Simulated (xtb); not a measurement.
C$_{3}$H$_{7}$O$_{2}$ (SMILES CC(O)[CH]O), doublet, at a GFN2-xTB geometry. Base run: xtb with GFN2-xTB.

The xtb input:
```
$ xtb mol.xyz --gfn 2 --uhf 1 --json

# file mol.xyz
12

C      1.50819162    -0.73795999     0.43248046
C      0.57207632     0.36972919    -0.09477346
O     -0.13100864     0.98699105     0.97305001
C     -0.45295305    -0.16437097    -1.03736454
O     -1.70715484    -0.42723192    -0.57774833
H      2.25959940    -0.31797272     1.10030602
H      2.01077026    -1.21954514    -0.40067598
H      0.92816150    -1.48208559     0.97345271
H      1.19400709     1.11886106    -0.61749632
H      0.50509671     1.28814348     1.62799971
H     -0.16818726    -0.71204669    -1.91491081
H     -1.78802916     0.04218330     0.26685666
```

The base run was repeated with changes; each row names its change, and settings that it needs were set with it.

| change | ΔE vs base (mEh) | dipole (D) | SCF cycles |
|---|---|---|---|
| base | 0.000 | 3.20 | 10 |
| etemp = 1000 | 0.000 | 3.20 | 10 |
| acc = 0.0001 | 0.000 | 3.20 | 17 |
| acc = 1000 | 0.033 | 3.19 | 4 |
| gbsa = water | -8.118 | 3.63 | 10 |
| file = coord | 0.000 | 3.20 | 10 |

ALPB and GBSA are two models with their own fitted parameters for each solvent, which aren't always the measured dielectric constant.
